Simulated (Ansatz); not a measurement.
## Energy profile

The step: CH₆AlN ([CH3][NH][AlH2]) + H₂ → CH₅N ([CH3][NH2]) + AlH₃ (still joined by a long Al–N bond); bonds formed: Al1–H7, N2–H6; bonds broken: H6–H7; bonds weakened to dative contacts: Al1–N2 (atoms numbered as in the saddle structure below).

```
11
angstrom
Al -1.1954 0.9465 -0.0730
N 0.0542 -0.3388 0.5356
C 0.8777 -1.1395 -0.3524
H -2.3078 1.3143 0.9943
H -1.3760 1.0228 -1.6461
H 0.4601 1.0371 0.5819
H 0.2597 1.9719 0.3446
H -0.0874 -0.7780 1.4346
H 1.1408 -0.5486 -1.2345
H 0.3622 -2.0383 -0.7103
H 1.8119 -1.4490 0.1253
```

Electronic energies by CCSD(T) at an estimated basis limit (MP2 extrapolated from triple and quadruple zeta, plus CCSD(T) − MP2 in triple zeta), on PBE0-D4/def2-TZVP structures; CH8AlN, closed shell; no counterpoise correction. Ansatz 0.2.0; basis: def2-TZVPP and def2-QZVPP; cores frozen in the correlated methods. Extrapolation: Hartree–Fock as exp(−7.88 √X), correlation as X^−2.97.

Problem. Give the profile in kJ/mol, counted from the separated reactants. (An estimate is asked for; the value comes from the calculation.)

Solution. The calculation gives:
```
                                                                                                               point  kJ/mol
separated: CH6AlN (linked as [CH3][NH][AlH2]; Al1, N2, C3, H4, H5, H8, H9, H10, H11; singlet) + H2 (H6, H7; singlet)     0.0
                                                                                                     start structure    -2.7
                                                                                                              saddle    87.2
                                                                                                       end structure   -55.7
     separated: AlH3 (Al1, H4, H5, H7; singlet) + CH5N (linked as [CH3][NH2]; N2, C3, H6, H8, H9, H10, H11; singlet)    83.9
```

The T1 diagnostic stays at or below 0.013.

For scale, one of the runs: CCSD(T)/def2-TZVPP, 216 basis functions, launched by `ansatz run in.yaml --threads 2 --pin off --events-out ev --progress --plain --max-ram 4352MiB`. The run took 58 s on 2 CPU threads of an Intel Xeon Platinum 8375C (shared host), with 3.1 GiB of host memory at its peak.
